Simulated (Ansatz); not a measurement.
Species: BI3, SMILES `IB(I)I` (charge 0, multiplicity 1), formula BI3.

Problem. How many basis functions does Ansatz (a program for electronic structure) with frozen-core CCSD(T)/def2-TZVPP // CAM-B3LYP-D3(BJ)/def2-TZVP use, how many core orbitals are frozen, and how many electrons are correlated?

Solution. 181 basis functions and 13 frozen orbitals, which leaves 54 correlated electrons (filled d shells below the valence shell are correlated). Core time is of the order of minutes.
